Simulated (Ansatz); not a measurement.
The pair A = C2H4 (SMILES C=C) (first 6 atoms), B = C2H6O (SMILES COC); geometry from B3LYP-D3(BJ)/def2-TZVP.
(charge 0, multiplicity 1):
| atom | x (Å) | y (Å) | z (Å) |
|---|---|---|---|
| C | 0.5184 | -0.5038 | 0.2877 |
| C | -0.3977 | 0.4366 | 0.4691 |
| H | 0.8600 | -0.7904 | -0.6998 |
| H | 0.9667 | -1.0288 | 1.1230 |
| H | -0.7351 | 0.7185 | 1.4592 |
| H | -0.8421 | 0.9575 | -0.3710 |
| C | 0.7041 | 0.7651 | 4.1455 |
| O | -0.6542 | 0.4853 | 3.8856 |
| C | -0.9657 | -0.8820 | 4.0416 |
| H | 1.3642 | 0.2196 | 3.4592 |
| H | 0.9757 | 0.5009 | 5.1757 |
| H | 0.8502 | 1.8342 | 4.0008 |
| H | -0.3849 | -1.5068 | 3.3511 |
| H | -2.0249 | -1.0024 | 3.8206 |
| H | -0.7711 | -1.2208 | 5.0674 |

Cores are frozen in the correlated methods.

Programs: Ansatz (Gaussian basis) for Hartree–Fock, density functionals and correlated methods. 

Total energies (hartree), monomers frozen at their geometry in the pair:

| structure | PBE/def2-TZVPPD | B3LYP/def2-TZVPPD | MP2/aug-cc-pVDZ |
|---|---|---|---|
| AB | -233.3945765 | -233.7227854 | -232.9237096 |
| A in the pair's basis | -78.5018528 | -78.6255514 | -78.3288597 |
| B in the pair's basis | -154.8917022 | -155.0974720 | -154.5922471 |
| A | -78.5017973 | -78.6254975 | -78.3280028 |
| B | -154.8916337 | -155.0973996 | -154.5909790 |

Problem. Work out the interaction energy without and with the counterpoise correction, and the superposition error, for each level.

Solution. 
E(AB) − E(A) − E(B), times 627.509 kcal/mol, with the monomers in their own basis and then in the pair's basis:
- PBE/def2-TZVPPD: -0.72 uncorrected, -0.64 corrected; the monomers gain 0.08 kcal/mol from borrowed functions
- B3LYP/def2-TZVPPD: 0.07 uncorrected, 0.15 corrected; the monomers gain 0.08 kcal/mol from borrowed functions
- MP2/aug-cc-pVDZ: -2.97 uncorrected, -1.63 corrected; the monomers gain 1.33 kcal/mol from borrowed functions

Ansatz is a first-principles code.
